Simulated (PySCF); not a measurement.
Compound: C2H10NSi4 (doublet state).
Cartesian coordinates in Å at the GFN2-xTB level; atoms count from 1:
```
atom  x, y, z in Å
Si1    4.095   -0.127    0.724
C2     2.416   -0.028   -0.022
C3     1.292   -0.040   -0.503
Si4   -0.347    0.250   -1.234
N5    -1.694    0.171   -0.126
Si6   -2.495   -1.339    0.211
Si7   -1.964    1.541    0.921
H8     4.108   -1.179    1.749
H9     4.440    1.159    1.342
H10    5.046   -0.447   -0.345
H11   -0.668   -0.465   -2.464
H12   -3.925   -1.056    0.321
H13   -2.217   -2.222   -0.921
H14   -1.976   -1.924    1.448
H15   -1.113    1.460    2.110
H16   -1.629    2.718    0.121
H17   -3.375    1.538    1.308
```

The hyperfine couplings belong to this conformer and change with its torsions.

The species is `C(#C[SiH3])[SiH]N([SiH3])[SiH3]` [radical].

Method: UKS B3LYP, pcH-1 on C H N Si, non-relativistic, mean-field spin-orbit, GIAO in PySCF 2.14.0. Isolated species at its GFN2-xTB geometry (one conformer only). Couplings are sensitive to structure, and on GFN2-xTB geometries they can be far from those on DFT ones, by a factor of two or more for some ions and for spin on atoms past the first row. Stability of the SCF solution: not tested.

Question: Break the g tensor into its mass correction, gauge correction and orbital-Zeeman/spin–orbit terms.

Answer: 
```csv
Δg (ppm),1,2,3
relativistic mass correction,-146,-146,-146
gauge correction,37,36,43
orbital Zeeman/spin–orbit,-1837,-97,868
total,-1946,-207,766
```

So g = 2.00037, 2.00211, 2.00309 and g_iso = 2.00186; the tensor is rhombic: the two nearest values differ by 36 % of g3 − g1. Axes: g3 points within 11° of the Si4–N5 bond.

Question: At 9.35 GHz, how far is the centre of the isotropic spectrum from where a free electron (g = 2.002319) resonates?

Answer: B = hν/(g μB) with μB/h = 13.99624 MHz/mT gives 333.63 mT for the free electron and 333.71 mT at g_iso, 0.08 mT higher.

Question: How much does each term add to the isotropic shift?

Answer: The orbital-Zeeman/spin–orbit term -355, the mass correction -146 and the gauge correction 39 ppm, for a total of -462 ppm. The orbital-Zeeman/spin–orbit term is the largest in size. The mass correction is the same along every axis, so the anisotropy comes from the other two: their spans along these axes are 8 (gauge) and 2705 ppm (orbital Zeeman/spin–orbit).

Question: In a frozen sample, at which fields do the three g values resonate at 9.5, 34, 94 and 263 GHz (hyperfine left aside), and which band first spreads them over more than twice a line width of 0.5 mT?

Answer: 
| band | GHz | B(g3) mT | B(g2) mT | B(g1) mT | spread mT |
| --- | --- | --- | --- | --- | --- |
| X | 9.5 | 338.85 | 339.02 | 339.31 | 0.46 |
| Q | 34.0 | 1212.74 | 1213.33 | 1214.38 | 1.64 |
| W | 94.0 | 3352.87 | 3354.50 | 3357.42 | 4.55 |
| J | 263.0 | 9380.91 | 9385.47 | 9393.62 | 12.72 |

The spread grows in proportion to the frequency. Q band is the first where it exceeds 1.0 mT.

The largest Mulliken spin populations are on Si4 (+0.87), C2 (+0.21) and C3 (-0.11). The angles at Si4 add up to 343.1°, so it is pyramidal.

The HOMO–LUMO gaps are 4.38 eV among the α and 4.77 eV among the β orbitals.
